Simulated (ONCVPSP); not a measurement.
**Rh, ONCV: configuration errors across variants**

rhodium, optimised norm-conserving Vanderbilt (ONCV), made with ONCVPSP 4.0.1 (PBEsol, scalar-relativistic). Core [Ar] 3d10, reference 4s2 4p6 4d8 5s0.75 (charge +0.25). Waves: 4s+5s: rc 1.75 bohr, ncon 4, nbas 7, qcut 7.3 1/bohr, 2 projectors; 4p: rc 1.80 bohr, ncon 3, nbas 7, qcut 7.5 1/bohr, 1 projector; 4d: rc 1.30 bohr, ncon 4, nbas 7, qcut 7.6 1/bohr, local. Local part: the d channel. Core correction: none.

All-electron excitation energies from the reference (eV): (1) 4s2 4p6 4d8 5s1 -1.270; (2) 4s2 4p6 4d8 5s0 6.192; (3) 4s2 4p6 4d7 5s0 25.702; (4) 4s2 4p5 4d8 5s1 55.326.

Errors AE − PS in meV (a dash: test not solved or not reliable):

| change | (1) | (2) | (3) | (4) | bound ghosts | GHOST(+) flags above zero |
| --- | --- | --- | --- | --- | --- | --- |
| base | +0.2 | -1.5 | -1.5 | -67 | none | none |
| s: qcut 4.6; p: qcut 4.7; d: qcut 4.8 | +0.2 | -2.0 | -4.8 | +11 | none | s |
| s: qcut 5.9; p: qcut 6.1; d: qcut 6.1 | +0.2 | -1.7 | -2.7 | -52 | none | none |
| s: qcut 6.9; p: qcut 7.1; d: qcut 7.2 | +0.2 | -1.5 | -1.7 | -65 | none | none |
| s: qcut 7.8; p: qcut 8; d: qcut 8.1 | +0.2 | -1.4 | -1.3 | -66 | none | none |
| s: qcut 8.8; p: qcut 9; d: qcut 9.1 | +0.3 | -1.3 | -1.1 | -60 | none | s |
| s: qcut 9.8; p: qcut 10; d: qcut 10.2 | +0.3 | -1.3 | -1.1 | -51 | none | none |

Problem. Give the same row for: s: qcut 10.7; p: qcut 11; d: qcut 11.2.

Solution. +0.3, -1.2, -1.1, -47; bound ghosts: none; GHOST(+) flags above zero: s.
